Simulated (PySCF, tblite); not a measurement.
A set of runs on `C#[C][Al]([Br])[N](C)C`; the geometry of each is named by its level. Settings lines and outputs come from a driver script.

Species: C4H7AlBrN.
Numbering: `[CH:1]#[C:2][Al:3]([Br:4])[N:5]([CH3:6])[CH3:7]` (hydrogens: H8 on C1; H9, H10, H11 on C6; H12, H13, H14 on C7)

Step 1: GFN2-xTB geometry optimisation, gas phase (tblite 0.8.0) (from a force-field or distance-geometry start)
```json
{"job": {"kind": "relax", "xc": "GFN2-xTB", "basis": "xTB"}, "charge": 0, "multiplicity": 1}
```
```
step      E/eV     max force
  0    -548.82907    3.069
  1    -548.85956    7.499
  2    -549.13729    1.355
...
163    -549.95987    0.030
164    -549.95988    0.027
165    -549.95989    0.022
166    -549.95990    0.015
167    -549.95991    0.007
```

Energy lowered by 26.1 kcal/mol over 167 steps; largest atomic force 0.007 eV/Å at the end. «max force» is the largest atomic force in eV/Å.

On an Arm Neoverse N1 with one thread, no GPU, shared host, this took 2.2 s of wall time.

Step 2: GFN2-xTB harmonic vibrations, gas phase (tblite 0.8.0) (on the GFN2-xTB geometry)
```json
{"job": {"kind": "ir", "xc": "GFN2-xTB", "basis": "xTB"}, "charge": 0, "multiplicity": 1}
```
```
(table of modes left out)
```

36 modes from 46 to 3327 cm⁻¹ (unscaled, harmonic); zero-point energy 62.3 kcal/mol; all wavenumbers are real at this level.

Hardware: Arm Neoverse N1, one thread (shared host). Cost: 0.85 s wall.

Step 3: TDDFT wB97X-D/def2-SVPD, vertical, gas phase, core orbitals frozen in the response (PySCF 2.14.0, density-fitted response routines) (on the GFN2-xTB geometry)
```json
{"job": {"kind": "uv", "xc": "wB97X-D", "basis": "def2-SVPD", "nstates": 8, "ntriplets": 3}, "charge": 0, "multiplicity": 1}
```
```
...
Static polarisability (au): isotropic 100.972, principal 75.472 107.239 120.203
Singlet excitations
state   eV       nm        f      main configurations
  1   5.2403    236.6   0.15108   H->L 0.96
  2   5.4652    226.9   0.00712   H->L+1 0.80
  3   5.6698    218.7   0.00007   H-1->L 0.63, H-3->L 0.24
  4   6.1160    202.7   0.00999   H-2->L 0.51, H-1->L+2 0.19, H-3->L+2 0.09
  5   6.1652    201.1   0.00015   H->L+2 0.60, H-2->L+2 0.21
  6   6.5062    190.6   0.00011   H-2->L+2 0.39, H->L+2 0.29, H-4->L+2 0.11
  7   6.7301    184.2   0.00014   H-3->L 0.66, H-1->L 0.27
  8   6.9041    179.6   0.02740   H->L+3 0.48, H->L+4 0.36
Triplet excitations (Tamm-Dancoff, eV): 4.4350 4.9620 5.2478
```

HOMO -8.50 eV, LUMO 0.62 eV; lowest singlet 5.24 eV; lowest triplet 4.43 eV (Tamm–Dancoff); mean polarisability 101.0 au.

Hardware: one thread, Arm Neoverse N1 (aarch64), on a shared host. Cost: 1.7 min wall, 0.96 GiB resident at most.

Geometry of the electronic-property runs (GFN2-xTB):
```
atom  x, y, z in Å
C1     3.6780    0.2578    0.1385
C2     2.5080    0.5542    0.2242
Al3    0.6749    1.1557    0.3622
Br4    0.2459    3.3590    0.5569
N5    -0.7032    0.0114    0.3398
C6    -2.1257    0.2990    0.4385
C7    -0.4276   -1.4079    0.2107
H8     4.6933   -0.0183    0.0638
H9    -2.2781    1.3762    0.5330
H10   -2.5635   -0.1947    1.3138
H11   -2.6574   -0.0527   -0.4532
H12   -0.8929   -1.8211   -0.6913
H13    0.6526   -1.5539    0.1453
H14   -0.8049   -1.9652    1.0756
```

 (This holds for the electronic-property runs.)

The pairwise dispersion term of wB97X-D wasn't added to the energies; at a given geometry it leaves orbitals and properties as they are.
